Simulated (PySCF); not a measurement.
A species of formula C3H7ClOSi has this rotational fingerprint, computed with PySCF 2.14.0, PBE0-D3(BJ)/def2-SVP geometry optimisation, gas phase:

- Rotational constants: A = 3887, B = 1553, C = 1267 MHz
- Dipole components: |μa| = 1.21 D, |μb| = 0.54 D, |μc| = 0.91 D
- Inertial defect: -56.34 u·Å²
- κ: -0.78

**Question.** Which structure is it? (One computed conformer of each.)
A. `[Cl:1][SiH2:2][O:3][CH:4]1[CH2:5][CH2:6]1` with Cl1–Si2–O3–C4 -74°, Si2–O3–C4–C5 19°
B. `[CH3:1]/[CH:2]=[C:3](\[Cl:4])[O:5][SiH3:6]` with C2–C3–O5–Si6 176°
C. `[CH3:1][O:2]/[CH:3]=[CH:4]\[SiH2:5][Cl:6]` with C1–O2–C3–C4 -176°, C3–C4–Si5–Cl6 -178°

**Answer.** A. It is Cl[SiH2]OC1CC1, an asymmetric top, point group C1. The candidates at the same level (rigid rotor, commonest isotopes):

```json
{"SMILES": "CO/C=C\\[SiH2]Cl", "A (MHz)": "10191", "B (MHz)": "823.3", "C (MHz)": "772.6", "μa (D)": "4.42", "μb (D)": "0.69", "μc (D)": "0.09", "Δ (u·Å²)": "-9.29", "point group": "near Cs", "rotor": "near-prolate asymmetric top"}
{"SMILES": "Cl[SiH2]OC1CC1", "A (MHz)": "3887", "B (MHz)": "1553", "C (MHz)": "1267", "μa (D)": "1.21", "μb (D)": "0.54", "μc (D)": "0.91", "Δ (u·Å²)": "-56.34", "point group": "C1", "rotor": "asymmetric top"}
{"SMILES": "C/C=C(\\Cl)O[SiH3]", "A (MHz)": "4411", "B (MHz)": "1388", "C (MHz)": "1076", "μa (D)": "0.17", "μb (D)": "0.17", "μc (D)": "0.05", "Δ (u·Å²)": "-9.30", "point group": "near Cs", "rotor": "asymmetric top"}
```

`C/C=C(\Cl)O[SiH3]` has C 15 % too low; `CO/C=C\[SiH2]Cl` has A 162 % too high. No structure here is proved a minimum.
